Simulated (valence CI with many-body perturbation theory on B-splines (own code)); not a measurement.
## Eu⁵⁰⁺: magnetic and hyperfine properties of the levels

Computed by valence CI with perturbative core correlation (CI+MBPT): three valence electrons over a frozen Dirac-Fock core [Ne], a basis of 11 s, 11 p, 10 d, 8 f, 5 g, 2 h functions for each j, with the one-electron correlation potential Σ1, the two-electron term Σ2, the three-electron term Σ3, Breit, model QED; selected CI, second order for the rest, scaled by the run's own slope (own B-spline code, finite nucleus).

The last digits are not significant, and no measured levels were compared; by estimate large intervals hold to a few tenths of a per cent, small ones and those within an open d or f shell to about a per cent.

A/g_I is the dipole constant over the nuclear g factor μ/I (μ in nuclear magnetons, uniformly magnetised nucleus), B/Q the quadrupole constant per barn. Both hold the static response of the core; the bare values leave it out. Large factors of s and p1/2 electrons are usually good to 5 to 10 %; those of open d and f shells near neutrality can be off by tens of per cent, and small factors of p3/2, d and f electrons come from cancelling terms and can be off by a factor of two or in sign, in half-filled shells by more. B is blank for J = 1/2, where it vanishes, and for nearly pure S terms. Energies count from the lowest level.

Levels are named by their leading jj configuration (3d3/2^4 stands for four electrons in 3d with j = 3/2), which in mixed levels can hold well under half, so a name can repeat and another be missing. Letters in brackets count levels of one name in rising energy.

```
                     Level  E (eV)      g  A/g_I (MHz)  A/g_I bare  B/Q (MHz/b)  B/Q bare
        (3s^2 3p1/2) J=1/2    0.00  0.653       909000      890000                       
        (3s 3p1/2^2) J=1/2  129.41  2.191      2740000     2670000                       
        (3s^2 3p3/2) J=3/2  169.91  1.325       126000      126000       242000    239000
(3s 3p1/2 3p3/2) J=3/2 [a]  276.03  1.648       667000      655000       196000    193000
    (3s 3p1/2 3p3/2) J=5/2  290.29  1.352       799000      783000       171000    168000
(3s 3p1/2 3p3/2) J=3/2 [b]  308.56  0.954        56200       57600       146000    144000
    (3s 3p1/2 3p3/2) J=1/2  316.90  1.227      -923000     -897000                       
        (3s^2 3d3/2) J=3/2  359.49  0.831        36300       38600        46000     47100
        (3s^2 3d5/2) J=5/2  390.67  1.217        68600       69700        32000     33800
     (3p1/2^2 3p3/2) J=3/2  437.67  1.199        87400       89600       190000    188000
(3s 3p1/2 3d3/2) J=3/2 [a]  451.50  0.583      -191000     -184000        71800     72000
        (3s 3p3/2^2) J=5/2  458.48  1.403       645000      633000        94400     93000
    (3s 3p1/2 3d3/2) J=5/2  461.94  1.036       744000      729000         5990      7770
    (3s 3p1/2 3d3/2) J=1/2  483.18  0.377     -1110000    -1080000                       
(3s 3p1/2 3d3/2) J=3/2 [b]  486.46  1.307       646000      635000        37400     37200
        (3s 3p3/2^2) J=1/2  487.25  1.888      2810000     2750000                       
        (3s 3p3/2^2) J=3/2  492.85  1.197      -404000     -390000       -54800    -54000
(3s 3p1/2 3d5/2) J=5/2 [a]  501.45  1.350       264000      261000        43100     44700
    (3s 3p1/2 3d5/2) J=7/2  511.22  1.247       539000      529000         -245      2210
(3s 3p1/2 3d5/2) J=5/2 [b]  520.27  1.049        29900       32000        57400     58400
    (3s 3p1/2 3d5/2) J=3/2  524.65  1.127      -518000     -502000        12800     14100
     (3p1/2 3p3/2^2) J=5/2  603.08  1.153       336000      331000        41700     41400
     (3p1/2 3p3/2^2) J=3/2  607.06  1.385       -13000       -7190        29500     29100
     (3p1/2^2 3d3/2) J=3/2  609.91  0.768        70100       70000        38500     39900
     (3p1/2 3p3/2^2) J=1/2  619.04  0.678       964000      940000                       
(3s 3p3/2 3d3/2) J=3/2 [a]  633.25  1.317       384000      379000        -9240    -10300
(3s 3p3/2 3d3/2) J=1/2 [a]  634.46  2.264      1260000     1240000                       
(3s 3p3/2 3d3/2) J=5/2 [a]  634.80  1.253       346000      342000        74900     73300
    (3s 3p3/2 3d3/2) J=7/2  637.95  1.266       462000      455000       217000    215000
    (3s 3p3/2 3d5/2) J=9/2  655.11  1.325       369000      364000       298000    295000
(3s 3p3/2 3d3/2) J=3/2 [b]  658.54  0.992        38700       40800      -132000   -129000
     (3p1/2^2 3d5/2) J=5/2  659.04  1.194        22200       25600        32500     34400
(3s 3p3/2 3d3/2) J=5/2 [b]  672.38  1.066        36700       39200       110000    110000
(3s 3p3/2 3d5/2) J=5/2 [a]  674.91  1.219       410000      403000       -70500    -68200
(3s 3p3/2 3d3/2) J=1/2 [b]  676.23  0.608       371000      364000                       
(3s 3p3/2 3d5/2) J=7/2 [a]  683.29  1.207       198000      196000       206000    205000
(3s 3p3/2 3d5/2) J=3/2 [a]  684.47  1.164      -171000     -163000      -124000   -123000
(3s 3p3/2 3d5/2) J=7/2 [b]  697.78  1.197        39600       41800       157000    157000
    (3s 3p3/2 3d5/2) J=1/2  706.65  0.691      -701000     -683000                       
(3s 3p3/2 3d5/2) J=3/2 [b]  714.48  1.303       650000      637000        75500     75600
```

Take the isotope of mass number 151, with I = 5/2, μ = 3.4635 μN and Q = 0.903 b. What is the hyperfine structure of (3s 3p1/2 3p3/2) J=3/2 [b]?

From the table A = 77800 MHz, B = 132000 MHz. Shifts from the centre of gravity in MHz: F = 1: -316000, F = 2: -266000, F = 3: -92000, F = 4: 325000.
